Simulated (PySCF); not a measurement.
C₄H₈BF, SMILES C(=C/F)/B(C)C. Atoms are numbered in the order given.

```xyz
14

C     -2.1094    -1.2234     0.0504
B     -0.8453    -0.2835     0.1074
C     -0.9597     1.1408     0.7749
C      0.4938    -0.7857    -0.5193
C      1.6706    -0.1457    -0.5418
F      1.8643     1.0636    -0.0095
H     -2.7954    -0.8009    -0.7117
H     -1.9119    -2.2698    -0.2300
H     -2.6825    -1.2021     0.9936
H     -0.3449     1.1507     1.6953
H     -1.9880     1.4167     1.0557
H     -0.5305     1.9353     0.1424
H      0.5318    -1.7721    -0.9971
H      2.5979    -0.5286    -0.9848
```
Charge 0, spin multiplicity 1.

Geometry: B3LYP-D3(BJ)/def2-SVP. The structure was generated by enumeration; whether it is a known compound was not checked. The values are those of a single conformer.

All values below come from TDDFT-PBE0/def2-SVPD run with PySCF.

Vertical excitations. Isolated molecule, no solvent.

Computed UV-visible absorptions:
```
state  energy (eV)  λ (nm)      f                            main pairs
-----  -----------  ------  -----  ------------------------------------
S1            5.57     223  0.005                      HOMO−1→LUMO 96 %
S2            5.76     215  0.002                      HOMO−2→LUMO 99 %
S3            5.94     209  0.304                        HOMO→LUMO 94 %
S4            7.24     171  0.021                      HOMO→LUMO+1 92 %
S5            7.64     162  0.002    HOMO−3→LUMO 84 %, HOMO−5→LUMO 13 %
S6            7.89     157  0.002    HOMO−5→LUMO 74 %, HOMO−3→LUMO 12 %
S7            7.94     156  0.025  HOMO→LUMO+2 69 %, HOMO−1→LUMO+1 12 %
S8            7.95     156  0.096                      HOMO−4→LUMO 82 %
S9            8.01     155  0.007                    HOMO−1→LUMO+1 79 %
S10           8.29     150  0.027                    HOMO−2→LUMO+1 98 %
T1            3.68     336      0                        HOMO→LUMO 93 %
T2            5.18     239      0                      HOMO−1→LUMO 89 %
T3            5.30     234      0                      HOMO−2→LUMO 90 %
T4            7.09     175      0                      HOMO→LUMO+1 86 %
```
Triplets are in the Tamm–Dancoff approximation, which puts them higher than full response would, so one can lie above its singlet here.
